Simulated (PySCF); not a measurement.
A structure optimised at PBE-D3(BJ)/def2-SVP, used in a PySCF frequency run:

```xyz
7

Nb     0.0177    -0.0033     0.0000
N     -0.0962    -1.7562     0.0000
H     -0.1068    -2.7794     0.0000
F      0.9256     0.5259     1.5688
F      0.9256     0.5259    -1.5688
O     -1.7506     0.6903     0.0000
H     -2.6024     0.2194     0.0000
```
Charge 0, spin multiplicity 1.

Write its SMILES, formula and point group.

[NH]=[Nb]([OH])([F])[F], F₂H₂NNbO, Cs

What are its rotational constants (standard atomic weights)?

3.2081, 3.1092, 2.7764 GHz
